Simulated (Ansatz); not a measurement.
Geometry optimisation, Ansatz, RKS B3LYP/def2-SVP.

Input:

```yaml
crystal:
  periodic: [false, false, false]
  atoms:
    - { symbol: B, position_ang: [0.0672, -2.6398, -0.7015] }
    - { symbol: Se, position_ang: [0.0428, -0.7481, -1.514] }
    - { symbol: C, position_ang: [-0.6907, 0.0678, 0.1067] }
    - { symbol: F, position_ang: [-1.8774, -0.3726, 0.305] }
    - { symbol: O, position_ang: [-0.6902, 1.4649, -0.0368] }
    - { symbol: C, position_ang: [0.5492, 2.0446, 0.3521] }
    - { symbol: H, position_ang: [-0.921, -3.264, -0.8086] }
    - { symbol: H, position_ang: [0.9975, -2.9789, -0.1286] }
    - { symbol: H, position_ang: [-0.0549, -0.2475, 1.0438] }
    - { symbol: H, position_ang: [1.3906, 1.5914, -0.2076] }
    - { symbol: H, position_ang: [0.5164, 3.1178, 0.163] }
    - { symbol: H, position_ang: [0.7476, 1.9093, 1.4606] }
basis:
  gaussian: { orbitals: def2-SVP }
hamiltonian:
  xc: b3lyp
relax:
  f_tol: 0.015
  max_steps: 40
```

Command:

```bash
$ ansatz run input.yaml --threads 2 --pin off --max-ram 3072MiB --backend cpu --events-out ev --progress --plain --runs-dir out
```

Q: Where does it end, and by what steps?

A: It converged. After 28 steps the energy has fallen by 1.308 eV; H7 moved furthest, 1.69 Å.

```json
{"step": "0", "energy less start (eV)": "0.0000", "largest force component (eV/Å)": "3.443", "accepted": "yes"}
{"step": "1", "energy less start (eV)": "-0.2676", "largest force component (eV/Å)": "1.504", "accepted": "yes"}
{"step": "2", "energy less start (eV)": "-0.3774", "largest force component (eV/Å)": "0.784", "accepted": "yes"}
{"step": "3", "energy less start (eV)": "-0.4640", "largest force component (eV/Å)": "0.541", "accepted": "yes"}
{"step": "4", "energy less start (eV)": "-0.6242", "largest force component (eV/Å)": "0.650", "accepted": "yes"}
{"step": "5", "energy less start (eV)": "-0.7800", "largest force component (eV/Å)": "0.818", "accepted": "yes"}
{"step": "6", "energy less start (eV)": "-0.9584", "largest force component (eV/Å)": "0.704", "accepted": "yes"}
{"step": "7", "energy less start (eV)": "-1.1276", "largest force component (eV/Å)": "0.437", "accepted": "yes"}
{"step": "8", "energy less start (eV)": "-1.2027", "largest force component (eV/Å)": "0.414", "accepted": "yes"}
{"step": "9", "energy less start (eV)": "-1.2416", "largest force component (eV/Å)": "0.484", "accepted": "yes"}
{"step": "10", "energy less start (eV)": "-1.2545", "largest force component (eV/Å)": "0.371", "accepted": "yes"}
{"step": "11", "energy less start (eV)": "-1.2749", "largest force component (eV/Å)": "0.346", "accepted": "yes"}
{"step": "12", "energy less start (eV)": "-1.2772", "largest force component (eV/Å)": "0.404", "accepted": "yes"}
{"step": "13", "energy less start (eV)": "-1.2907", "largest force component (eV/Å)": "0.080", "accepted": "yes"}
{"step": "14", "energy less start (eV)": "-1.2926", "largest force component (eV/Å)": "0.038", "accepted": "yes"}
{"step": "15", "energy less start (eV)": "-1.2941", "largest force component (eV/Å)": "0.082", "accepted": "yes"}
{"step": "16", "energy less start (eV)": "-1.2956", "largest force component (eV/Å)": "0.101", "accepted": "yes"}
{"step": "17", "energy less start (eV)": "-1.2892", "largest force component (eV/Å)": "0.312", "accepted": "no"}
{"step": "18", "energy less start (eV)": "-1.2992", "largest force component (eV/Å)": "0.079", "accepted": "yes"}
{"step": "19", "energy less start (eV)": "-1.3010", "largest force component (eV/Å)": "0.148", "accepted": "yes"}
{"step": "20", "energy less start (eV)": "-1.3022", "largest force component (eV/Å)": "0.129", "accepted": "yes"}
{"step": "21", "energy less start (eV)": "-1.3042", "largest force component (eV/Å)": "0.165", "accepted": "yes"}
{"step": "22", "energy less start (eV)": "-1.3055", "largest force component (eV/Å)": "0.146", "accepted": "yes"}
{"step": "23", "energy less start (eV)": "-1.3048", "largest force component (eV/Å)": "0.197", "accepted": "no"}
{"step": "24", "energy less start (eV)": "-1.3062", "largest force component (eV/Å)": "0.144", "accepted": "yes"}
{"step": "25", "energy less start (eV)": "-1.3077", "largest force component (eV/Å)": "0.046", "accepted": "yes"}
{"step": "26", "energy less start (eV)": "-1.3079", "largest force component (eV/Å)": "0.027", "accepted": "yes"}
{"step": "27", "energy less start (eV)": "-1.3080", "largest force component (eV/Å)": "0.019", "accepted": "yes"}
{"step": "28", "energy less start (eV)": "-1.3080", "largest force component (eV/Å)": "0.012", "accepted": "yes"}
```

```xyz
12
Properties=species:S:1:pos:R:3
B 0.277 -2.312 -0.738
Se -0.826 -0.899 -1.370
C -1.047 0.175 0.346
F -2.357 0.162 0.671
O -0.679 1.476 0.194
C 0.711 1.736 0.226
H 0.599 -3.153 -1.533
H 0.628 -2.342 0.414
H -0.460 -0.359 1.119
H 1.230 1.268 -0.629
H 0.833 2.825 0.169
H 1.168 1.368 1.164
```

Whether the end is a true minimum wasn't checked by a vibrational analysis.

Time of the run: 2.2 min on 2 threads of Arm Neoverse V2, on a shared host, peak memory 0.36 GiB.
